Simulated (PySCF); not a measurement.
Species: C5H6F2.
Atom-mapped SMILES: `[CH2:1]=[CH:2]/[CH:3]=[CH:4]/[CH:5]([F:6])[F:7]` (hydrogens: H8, H9 on C1; H10 on C2; H11 on C3; H12 on C4; H13 on C5)

Geometry (GFN2-xTB, Å), atoms numbered from 1 in this order:
```xyz
13
C5H6F2 angstrom
C      2.5383    0.7823   -0.0249
C      1.5666   -0.1242   -0.0261
C      0.1644    0.2231   -0.0210
C     -0.8171   -0.6768   -0.0208
C     -2.2710   -0.3271   -0.0207
F     -2.9127   -0.9274    1.0204
F     -2.4868    1.0020    0.1201
H      3.5777    0.5037   -0.0252
H      2.3235    1.8382   -0.0202
H      1.7998   -1.1805   -0.0274
H     -0.0741    1.2783   -0.0219
H     -0.6247   -1.7396   -0.0085
H     -2.7884   -0.6517   -0.9416
```

Method used: CAM-B3LYP/def2-SVPD in PySCF (dipole) on a GFN2-xTB geometry, gas phase.

Take the most abundant isotopes and a rigid rotor. The values belong to one conformer with, in the numbering `[CH2:1]=[CH:2]/[CH:3]=[CH:4]/[CH:5]([F:6])[F:7]`, C1–C2–C3–C4 180°, C3–C4–C5–F6 -125°.

Problem. Give the principal moments of inertia and the rotational constants in cm⁻¹.

Solution. Ia = 66.32, Ib = 439.40, Ic = 485.00 u·Å²; 505379 MHz·u·Å²/I gives 7620, 1150 and 1042 MHz, that is A = 0.25417, B = 0.03837, C = 0.03476 cm⁻¹.

Problem. Classify the top.

Solution. A near-prolate asymmetric top. Ray's parameter κ = (2B − A − C)/(A − C) = -0.967; −1 is the prolate and +1 the oblate limit.

Problem. Is it planar, by Δ = Ic − Ia − Ib?

Solution. Not planar: Δ = Ic − Ia − Ib = -20.72 u·Å². For a rigid frame Δ = −2 Σ m c², so Σ m c² = 10.36 u·Å² lies off the ab plane: 2.62 from hydrogen and 7.74 from heavier atoms. The atom farthest from that plane is 1.40 Å away.

Problem. Give the other two planar moments, Paa and Pbb, and the rms extents of the mass along the axes.

Solution. Paa = Σ m a² = (Ib + Ic − Ia)/2 = 429.03 and Pbb = Σ m b² = (Ia + Ic − Ib)/2 = 55.96 u·Å². With the mass M = 104.04 u, the rms extents √(P/M) along a, b and c are 2.03, 0.73, 0.32 Å.

Problem. List the rotational levels J(Ka,Kc) to J = 3 (MHz).

Solution. Above 0(0,0):
J = 1: 1(0,1) 2192, 1(1,1) 8662, 1(1,0) 8770
J = 2: 2(0,2) 6575, 2(1,2) 12938, 2(1,1) 13263, 2(2,1) 32671, 2(2,0) 32673
J = 3: 3(0,3) 13146, 3(1,3) 19352, 3(1,2) 20000, 3(2,2) 39248, 3(2,1) 39255, 3(3,1) 71867, 3(3,0) 71867
The levels of one J sum to (2J + 1)J(J + 1)(A + B + C)/3.

Problem. Predict some low-J microwave lines.

Solution. The dipole components are |μa| = 2.01 D, |μb| = 0.64 D, |μc| = 1.42 D. Intensities carry the squares of the components, which stand as 1.00 : 0.10 : 0.50 (a : b : c). Some lines, for components of 0.1 D or more:

```json
{"type": "a", "branch": "Q", "J(Ka,Kc)": "2(1,1) ← 2(1,2)", "MHz": "324", "lower level (cm⁻¹)": "0.432"}
{"type": "a", "branch": "Q", "J(Ka,Kc)": "5(1,4) ← 5(1,5)", "MHz": "1622", "lower level (cm⁻¹)": "1.287"}
{"type": "a", "branch": "R", "J(Ka,Kc)": "1(0,1) ← 0(0,0)", "MHz": "2192", "lower level (cm⁻¹)": "0.000"}
{"type": "a", "branch": "R", "J(Ka,Kc)": "2(1,2) ← 1(1,1)", "MHz": "4276", "lower level (cm⁻¹)": "0.289"}
{"type": "a", "branch": "R", "J(Ka,Kc)": "3(2,2) ← 2(2,1)", "MHz": "6577", "lower level (cm⁻¹)": "1.090"}
{"type": "a", "branch": "R", "J(Ka,Kc)": "4(1,4) ← 3(1,3)", "MHz": "8550", "lower level (cm⁻¹)": "0.646"}
{"type": "a", "branch": "R", "J(Ka,Kc)": "4(2,3) ← 3(2,2)", "MHz": "8768", "lower level (cm⁻¹)": "1.309"}
{"type": "a", "branch": "R", "J(Ka,Kc)": "5(4,1) ← 4(4,0)", "MHz": "10964", "lower level (cm⁻¹)": "4.213"}
{"type": "a", "branch": "R", "J(Ka,Kc)": "5(2,3) ← 4(2,2)", "MHz": "10985", "lower level (cm⁻¹)": "1.602"}
{"type": "b", "branch": "Q", "J(Ka,Kc)": "2(2,1) ← 2(1,2)", "MHz": "19733", "lower level (cm⁻¹)": "0.432"}
{"type": "c", "branch": "R", "J(Ka,Kc)": "5(5,0) ← 4(4,0)", "MHz": "69675", "lower level (cm⁻¹)": "4.213"}
```

Problem. Estimate the classical rotational partition function at 25 K, 298.15 K and 500 K.

Solution. Point group C1, symmetry number σ = 1; q = (√π/σ)·√((kT/h)³/(ABC)), k/h = 20836.6 MHz/K: 6970 at 25 K, 287000 at 298.15 K, 624000 at 500 K.

Stationary, but not proved a minimum. These are rigid-rotor constants of the computed structure; measured ground-state constants (B0) also hold zero-point vibration.
